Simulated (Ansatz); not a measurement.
`N[Si](Cl)(Cl)Cl` + `C[SiH2][SiH](N)O` → `N[SiH](O)[Si](N)(Cl)Cl` + `C[SiH2]Cl`  (redistribution)

Gas-phase electronic energies from Ansatz, PBE0-D4/def2-TZVP geometries. CBS: MP2 limit from def2 TZ/QZ plus the TZ coupled-cluster correction, frozen cores. Functionals use def2-TZVPP. B3LYP here is the variant with VWN-RPA as its local correlation; programs differ in this. Each species was taken in one conformer, which may not be the lowest.

| level | ΔE (kJ/mol) | difference from CCSD(T)/CBS |
| --- | --- | --- |
| PBE0-D4 | -12.4 | -0.4 |
| B3LYP-D4 | -15.9 | -3.9 |
| ωB97X-V | -12.2 | -0.2 |
| B2PLYP | -12.7 | -0.7 |
| PBE | -12.0 | 0.0 |
| r2SCAN | -11.4 | 0.6 |
| B3LYP | -13.2 | -1.2 |
| HF/def2-TZVPP | -13.8 | -1.8 |
| MP2/def2-TZVPP | -11.5 | 0.5 |
| SCS-MP2/def2-TZVPP | -12.4 | -0.4 |
| CCSD/def2-TZVPP | -11.0 | 1.0 |
| CCSD(T)/def2-TZVPP | -11.3 | 0.7 |
| HF/def2-QZVPP | -13.7 | -1.7 |
| MP2/def2-QZVPP | -11.9 | 0.1 |
| SCS-MP2/def2-QZVPP | -12.9 | -0.9 |
| HF/CBS(def2) | -13.7 | -1.7 |
| CCSD(T)/CBS | -12.0 | 0 |

Largest T1 diagnostic among the species: 0.011.
